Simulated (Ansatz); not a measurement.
```yaml
crystal:
  periodic: [false, false, false]
  atoms:
    - {symbol: C, position_ang: [0.210668, -1.640905, -0.361620]}
    - {symbol: C, position_ang: [0.655451, -0.760279, -0.578650]}
    - {symbol: N, position_ang: [0.028215, 0.287724, -0.036630]}
    - {symbol: C, position_ang: [0.634133, 1.912383, -0.543058]}
    - {symbol: B, position_ang: [-1.007601, 0.384131, 1.086376]}
    - {symbol: F, position_ang: [-1.778060, 1.794426, 1.495403]}
    - {symbol: F, position_ang: [-1.914070, -0.714139, 1.420164]}
    - {symbol: H, position_ang: [-1.226277, -2.038065, -0.445632]}
    - {symbol: H, position_ang: [0.516609, -2.732805, -0.825292]}
    - {symbol: H, position_ang: [0.063631, -2.123063, 0.919557]}
    - {symbol: H, position_ang: [1.503571, -0.539225, -0.401503]}
    - {symbol: H, position_ang: [0.528373, -0.487283, -1.592541]}
    - {symbol: H, position_ang: [1.742440, 1.623381, -0.310654]}
    - {symbol: H, position_ang: [0.207268, 2.365515, 0.284323]}
    - {symbol: H, position_ang: [0.324197, 1.949313, -1.508711]}
basis:
  gaussian: {orbitals: aug-pcseg-2}
hamiltonian: {xc: {name: LC-wPBE}}
```

```sh
$ ansatz run in.yaml --threads 4 --pin off --events-out ev --progress --plain --max-ram 11315MiB
```

Output, abridged:

```
Functional definition: LC-wPBE
1874 factors; their error is unknown
1105 factors; integrals over basis functions are off by at most 4.0e-5 eV
mean field evaluation 1: about -10809.6532 eV, gradient 9.2e1 eV
mean field evaluation 2: about -10804.7178 eV, gradient 1.0e2 eV
mean field evaluation 4: about -10826.1656 eV, gradient 7.4e0 eV
mean field evaluation 8: about -10826.2690 eV, gradient 2.2e-1 eV
mean field evaluation 16: about -10826.1859 eV, gradient 7.4e-4 eV
mean field -10826.18585373 eV, -397.8549918724 hartree, gradient 2.5e-5 eV, S^2 0.000000; 0 other end points of the search recorded, 0 dependent functions left out
reference -10826.18585375 eV, -397.8549918728 hartree; 28, 28 occupied and 478, 478 virtual orbitals, 1874 factors
Total energy: -10826.18585375 eV, -397.8549918728 hartree
```

Hardware: 4 threads of an Arm Neoverse V1 on a shared host. Wall time 16 s, peak host memory 2 GiB.
